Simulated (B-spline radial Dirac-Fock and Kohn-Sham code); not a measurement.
# Characteristic X-ray lines: Dy²⁺

System: Dy²⁺, configuration [Xe] 4f10.

Level of theory: multi-electron Dirac-Fock with separately optimised hole states, Breit and Lamb-shift corrections added in first order; a radial finite-basis atomic code. A line energy is the difference of two single-hole energies; the list is a selection of electric-dipole transitions between resolved j subshells. Correlation and solid-state effects are left out.

```csv
line,energy (keV),wavelength (Å)
K-O3,53.760,0.23062
K-O2,53.756,0.23064
K-N3,53.483,0.23182
K-N2,53.446,0.23198
K-M3,52.107,0.23794
K-M2,51.941,0.23870
K-L3,45.996,0.26956
K-L2,45.205,0.27427
L1-O3,9.0273,1.3734
L1-O2,9.0225,1.3742
L1-N3,8.7498,1.4170
L1-N2,8.7128,1.4230
```

Values without a named source are computed, but for edge energies of neutral atoms, which are taken from tables.
